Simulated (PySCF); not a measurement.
Simulated characterisation data

Computational details: GIAO PBE0/pcSseg-1 shieldings, structure optimised with PBE0-D3(BJ)/def2-SVP, couplings computed with B3LYP/pcJ-1, in PySCF (fast rotation and ring inversion assumed for equivalent nuclei, one computed conformer, no solvent, non-relativistic).

References, each an isolated molecule treated in the same way: TMS for $^{1}$H, $^{13}$C. Multiplet labels drop J under 1 Hz and among equivalent protons, and merge close values. Unscaled 3J(H,H) run several per cent high. Where no couplings were computed, multiplicities follow the n + 1 count of equivalent neighbours, and m marks all less simple cases (inequivalent or close neighbours, rings, F or P nearby). One-bond C–F couplings are unscaled and too large by tens of Hz. Acid and N–H amide carbonyl carbons lie up to 10 ppm further downfield in solution (hydrogen bonding). Shifts are as computed. Against solution values, carbons near 30 ppm lie about +2 ppm off and those near 130 ppm about +5 ppm. Of 1211 compounds with measured shifts, 218 miss one by over three times the rms of a fit or turn the order of signals round; such compounds aren't used in these exercises. OH and NH positions are gas-phase values without hydrogen bonding to other molecules.

Compound 1 (C$_{6}$H$_{11}$NSi$_{2}$). $^{1}$H NMR (500 MHz, computed): δ 7.38 (m, 2H), 7.03 (t, 1H), 7.01 (d, 2H), 4.92 (s, 6H). $^{13}$C{$^{1}$H} NMR (computed): δ 154.7, 134.7, 125.3, 122.8. Structure: `[SiH3]N([SiH3])c1ccccc1`.

Compound 2 (CH$_{10}$N$_{4}$OSi$_{3}$). $^{1}$H NMR (500 MHz, computed): δ 5.36 (br s, 2H), 5.27 (m, 2H), 5.11 (s, 1H), 5.10 (m, 2H), 1.44 (br s, 2H), 0.62 (br s, 1H). $^{13}$C{$^{1}$H} NMR (computed): δ 185.0 (C). Structure: `N1[SiH](C(N)=O)N[SiH2]N[SiH2]1`.

Compound 3 (C$_{4}$H$_{3}$FO). $^{1}$H NMR (500 MHz, computed): δ 6.83 (ddd, J = 2.5, 2.0, 1.0 Hz, 1H), 6.46 (ddd, J = 3.8, 2.5, 2.4 Hz, 1H), 5.54 (ddd, J = 7.9, 3.8, 1.0 Hz, 1H). $^{13}$C{$^{1}$H} NMR (computed): δ 164.8 (C, d, J = 341.2 Hz), 134.8 (CH), 117.6 (CH, d, J = 2.2 Hz), 86.1 (CH, d, J = 11.4 Hz). Structure: `Fc1ccco1`.
